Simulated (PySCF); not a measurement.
## Correlation energy of N⁺ (nitrogen, charge +1)

[He] 2s2 2p1 3d1, one real determinant (an excited configuration). Computed with PySCF 2.14 in dyall-acv3z (15s9p4d2f, 76 functions), with scalar relativity by spin-free X2C-1e. Frozen: 1s2; 4 electrons correlated; the 18 highest virtual orbitals of each spin left out.

MP2 pair energies summed by pair of shells (mhartree):

```tsv
pair	energy	share (%)
2s-2s	-34.53	45.7
2s-2p	-24.45	32.4
2s-3d	-14.75	19.5
2p-3d	-1.79	2.4
```

Total MP2 correlation energy: -75.52 mhartree.

Same-spin part -8.90 and opposite-spin part -66.62 mhartree; SCS-MP2 scales them by 1/3 and 6/5 to -82.91 mhartree.

The reference is one real determinant that mixes LS terms of this configuration.
